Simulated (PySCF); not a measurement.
C4H6FOS (doublet state).
Cartesian coordinates in Å at the GFN2-xTB level; atoms count from 1:
```xyz
13
C4H6FOS angstrom
C      1.824    0.174   -0.201
C      0.522   -0.450    0.201
O      0.364   -1.138    1.174
C     -0.642   -0.085   -0.725
S     -1.754   -1.606   -0.930
C     -1.381    0.984   -0.101
F     -1.712    2.068   -0.816
H      2.554    0.061    0.596
H      1.687    1.226   -0.439
H      2.192   -0.330   -1.094
H     -0.316    0.182   -1.730
H     -1.520   -2.030    0.310
H     -1.822    0.944    0.878
```

The hyperfine couplings belong to this conformer and change with its torsions.

The species is `CC(=O)[C@@H](S)[CH]F` [radical].

Computed with UKS B3LYP, pcH-1 on C F H O S, non-relativistic, mean-field spin-orbit, GIAO in PySCF 2.14.0. Geometry: GFN2-xTB, one conformer, isolated molecule. Couplings are sensitive to structure, and on GFN2-xTB geometries they can be far from those on DFT ones. No stability test was run, so a lower SCF solution isn't excluded.

Problem. What is the g tensor, term by term?

Solution. 
```json
{"Δg (ppm)": "relativistic mass correction", "1": "-226", "2": "-226", "3": "-226"}
{"Δg (ppm)": "gauge correction", "1": "2", "2": "35", "3": "44"}
{"Δg (ppm)": "orbital Zeeman/spin–orbit", "1": "94", "2": "1897", "3": "4444"}
{"Δg (ppm)": "total", "1": "-129", "2": "1707", "3": "4262"}
```

So g = 2.00219, 2.00403, 2.00658 and g_iso = 2.00427; the tensor is rhombic: the two nearest values differ by 42 % of g3 − g1. Axes: g2 points within 8° of the C6–F7 bond.

Problem. How much does each term add to the isotropic shift?

Solution. The orbital-Zeeman/spin–orbit term 2145, the mass correction -226 and the gauge correction 27 ppm, for a total of 1947 ppm. The orbital-Zeeman/spin–orbit term is the largest in size. The mass correction is the same along every axis, so the anisotropy comes from the other two: their spans along these axes are 41 (gauge) and 4349 ppm (orbital Zeeman/spin–orbit).

Problem. What are the electron Larmor frequencies g μB B/h along the three axes at 340 mT?

Solution. 9.5279, 9.5366, 9.5488 GHz for g1, g2 and g3, a range of 20.9 MHz.

Problem. In a frozen sample, at which fields do the three g values resonate at 9.5, 34, 94 and 263 GHz (hyperfine left aside), and which band first spreads them over more than twice a line width of 0.3 mT?

Solution. 
| band | GHz | B(g3) mT | B(g2) mT | B(g1) mT | spread mT |
| --- | --- | --- | --- | --- | --- |
| X | 9.5 | 338.26 | 338.69 | 339.01 | 0.74 |
| Q | 34.0 | 1210.63 | 1212.17 | 1213.28 | 2.65 |
| W | 94.0 | 3347.03 | 3351.30 | 3354.37 | 7.34 |
| J | 263.0 | 9364.56 | 9376.50 | 9385.10 | 20.54 |

The spread grows in proportion to the frequency. X band is the first where it exceeds 0.6 mT.

Largest spin populations (Mulliken): C6 (+0.85), S5 (+0.16), C4 (-0.08) and F7 (+0.07). The positive populations add up to 1.13 and the negative ones to -0.13, together 2S = 1. The angles at C6 add up to 359.5°, so it is planar; its axial dipolar tensor and the negative coupling of its proton fit spin in a p orbital normal to that plane.

The HOMO–LUMO gaps are 4.48 eV among the α and 4.37 eV among the β orbitals.

Time: 64 s of wall time (with the writing of density and orbital grids); peak memory 0.90 GiB. Hardware: an Arm Neoverse V1 with one thread (shared host).
